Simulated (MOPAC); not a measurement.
MOPAC input (PM6):

```
PM6 FORCE THERMO(298,298) PRECISE LET UHF MS=0.5 GEO-OK AUX(PRECISION=9) THREADS=1
C2HF2

F     1.32179905 1    1.11080780 1    0.15572550 1
C     0.71606172 1   -0.07536031 1    0.06182896 1
C    -0.60210094 1   -0.08894214 1   -0.05705770 1
F    -1.59161692 1   -0.88473297 1   -0.17244555 1
H     1.39882440 1   -0.91912851 1    0.09509602 1
```

Output:

```
 *******************************************************************************
 **                                                                           **
 **                              MOPAC v23.2.5                                **
 **                                                                           **
 *******************************************************************************
 ** MOPAC's Digital Object Identifier: https://doi.org/10.5281/zenodo.6511958 **
 **                                                                           **
 ** Please cite the open-source release paper for use of this MOPAC version:  **
 ** J. E. Moussa and J. J. P. Stewart (2026)                                  **
 ** MOPAC: An open-source semiempirical molecular orbital program             **
 ** J. Open Source Softw., 11(119), 8025, https://doi.org/10.21105/joss.08025 **
 *******************************************************************************

                              PM6 CALCULATION RESULTS

 *******************************************************************************
 *  PM6        - The PM6 Hamiltonian to be used
 *  GEO-OK     - OVERRIDE INTERATOMIC DISTANCE AND OTHER SAFETY CHECKS
 *  UHF        - UNRESTRICTED HARTREE-FOCK CALCULATION
 *  MS=        - IN MECI, MAGNETIC COMPONENT OF SPIN =  0.5
 *  LET        - OVERRIDE SOME SAFETY CHECKS
 *  PRECISE    - TIGHTER CRITERIA TO BE USED
 *  FORCE      - FORCE CALCULATION SPECIFIED
 *  AUX        - OUTPUT AUXILIARY INFORMATION
 *  THERMO     - THERMODYNAMIC QUANTITIES TO BE CALCULATED
 *******************************************************************************
PM6 FORCE THERMO(298,298) PRECISE LET UHF MS=0.5 GEO-OK AUX(PRECISION=9) THREADS=1
 C2HF2

   ATOM   CHEMICAL          X               Y               Z
  NUMBER   SYMBOL      (ANGSTROMS)     (ANGSTROMS)     (ANGSTROMS)

     1       F          1.32179905  *   1.11080780  *   0.15572550  *
     2       C          0.71606172  *  -0.07536031  *   0.06182896  *
     3       C         -0.60210094  *  -0.08894214  *  -0.05705770  *
     4       F         -1.59161692  *  -0.88473297  *  -0.17244555  *
     5       H          1.39882440  *  -0.91912851  *   0.09509602  *

          CARTESIAN COORDINATES

    NO.       ATOM           X           Y           Z

     1         F          1.3218      1.1108      0.1557
     2         C          0.7161     -0.0754      0.0618
     3         C         -0.6021     -0.0889     -0.0571
     4         F         -1.5916     -0.8847     -0.1724
     5         H          1.3988     -0.9191      0.0951

 General Reference for PM6:
 "Optimization of Parameters for Semiempirical Methods V: Modification of NDDO Approximations
 and Application to 70 Elements", J. J. P. Stewart, J. Mol. Mod., 13, 1173-1213 (2007)
 URL: https://link.springer.com/article/10.1007/s00894-007-0233-4

           Empirical Formula: C2 H F2  =     5 atoms

      MOLECULAR POINT GROUP   :   Cs

          UHF CALCULATION, NO. OF ALPHA ELECTRONS =   12
                           NO. OF BETA  ELECTRONS =   11

[...]
 TRANSITION DIPOLE   0.6978         F 1 -- C 2         +11.5% ( 36.9%)      0.0%
 TRAVEL (Ang.)       0.2284         C 2 -- C 3         +11.5% ( 36.9%)      0.0%
 REDUCED MASS        1.8232         C 3 -- F 4          +0.2% (  5.2%)      0.0%
 EFFECTIVE MASS      3.9303
 FORCE CONSTANT      0.5396

 VIBRATION          5    3A'         ATOM PAIR     ENERGY CONTRIBUTION    RADIAL
 FREQUENCY          1159.68         C 2 -- H 5         +81.1% ( 90.9%)      0.8%
 TRANSITION DIPOLE   0.2474         C 3 -- F 4         +10.1% ( 32.0%)     60.4%
 TRAVEL (Ang.)       0.2645         C 2 -- C 3          +6.3% ( 25.4%)      0.4%
 REDUCED MASS        0.8314         F 1 -- C 2          +2.4% ( 15.8%)     93.8%
 EFFECTIVE MASS      2.8319
 FORCE CONSTANT      0.6588

 VIBRATION          6    4A'         ATOM PAIR     ENERGY CONTRIBUTION    RADIAL
 FREQUENCY          1181.16         F 1 -- C 2         +39.6% ( 83.7%)     81.1%
 TRANSITION DIPOLE   0.0517         C 2 -- C 3         +20.9% ( 60.9%)      0.4%
 TRAVEL (Ang.)       0.1291         C 3 -- F 4         +20.9% ( 60.7%)     89.3%
 REDUCED MASS        3.4273         C 2 -- H 5         +18.6% ( 57.4%)     98.6%
 EFFECTIVE MASS     14.1233
 FORCE CONSTANT      2.8172

 VIBRATION          7    5A'         ATOM PAIR     ENERGY CONTRIBUTION    RADIAL
 FREQUENCY          1359.29         F 1 -- C 2         +31.9% (100.9%)     96.4%
 TRANSITION DIPOLE   2.4891         C 3 -- F 4         +31.0% ( 99.4%)     99.9%
 TRAVEL (Ang.)       0.1157         C 2 -- H 5         +25.4% ( 90.0%)      1.6%
 REDUCED MASS        3.7057         C 2 -- C 3         +11.8% ( 61.3%)     18.4%
 EFFECTIVE MASS     14.3290
 FORCE CONSTANT      4.0340

 VIBRATION          8    6A'         ATOM PAIR     ENERGY CONTRIBUTION    RADIAL
 FREQUENCY          2687.38         C 2 -- H 5         +95.6% ( 99.0%)     99.5%
 TRANSITION DIPOLE   0.9303         C 3 -- F 4          +2.1% ( 14.6%)     72.1%
 TRAVEL (Ang.)       0.1657         C 2 -- C 3          +1.6% ( 12.7%)     18.0%
 REDUCED MASS        0.9135         F 1 -- C 2          +0.7% (  8.7%)     57.2%
 EFFECTIVE MASS      1.4101
 FORCE CONSTANT      3.8871

 VIBRATION          9    7A'         ATOM PAIR     ENERGY CONTRIBUTION    RADIAL
 FREQUENCY          3744.75         C 2 -- C 3         +55.8% ( 99.5%)    100.0%
 TRANSITION DIPOLE   1.2702         C 3 -- F 4         +15.6% ( 52.6%)     69.1%
 TRAVEL (Ang.)       0.0551         C 2 -- H 5         +14.5% ( 50.7%)     45.7%
 REDUCED MASS        5.9316         F 1 -- C 2         +14.0% ( 49.8%)     22.8%
 EFFECTIVE MASS     11.9505
 FORCE CONSTANT     49.0084

      SYMMETRY NUMBER FOR POINT-GROUP Cs  =  1

          SYSTEM IS A GROUND STATE

 C2HF2

          MOLECULE IS NOT LINEAR

          THERE ARE  9 GENUINE VIBRATIONS IN THIS SYSTEM
          THIS THERMODYNAMICS CALCULATION IS LIMITED TO
          MOLECULES WHICH HAVE NO INTERNAL ROTATIONS

                    CALCULATED THERMODYNAMIC PROPERTIES
                                          *
   TEMP. (K)   PARTITION FUNCTION   H.O.F.    ENTHALPY  HEAT CAPACITY ENTROPY
                                   KCAL/MOL   CAL/MOLE    CAL/K/MOL  CAL/K/MOL

 298.00  VIB.     0.2264D+01                   837.1449     6.1525     4.4331
         ROT.     0.2561D+05                   888.2803     2.9808    23.1523
         INT.     0.5798D+05                  1725.4252     9.1333    27.5854
         TRA.     0.4837D+27                  1480.4672     4.9680    38.3398
         TOT.                      -28.258    3205.8924    14.1013    65.9252

   *: NOTE: HEATS OF FORMATION ARE RELATIVE TO THE
            ELEMENTS IN THEIR STANDARD STATE AT 298K
              (=  Standard Enthalpy of Formation).

            Hvib:  Zero-point energy is not included.
                   frequencies of less than zero cm-1 are not included.
            Hrot = (3/2)RT
            Htra = (3/2)RT + pV = (5/2)RT

            Heat capacity is Cp, not Cv

          For more information, see: HTTP://OpenMOPAC.net/Manual/thermochemistry.html

           FORCE CONSTANT IN CARTESIAN COORDINATES (Millidynes/A)

    ATOM   CHEMICAL       X               Y               Z
   NUMBER   SYMBOL  FORCE CONSTANT  FORCE CONSTANT  FORCE CONSTANT

      1       F        7.807757        0.710094        0.201648
      2       C       18.183122       40.544081        1.236454
      3       C       18.243471       39.202947        0.481386
      4       F        7.231971        1.866399        0.193396
      5       H        1.275782        3.553399        0.182218

 **********************
 *                    *
 * JOB ENDED NORMALLY *
 *                    *
 **********************

 == MOPAC DONE ==
```
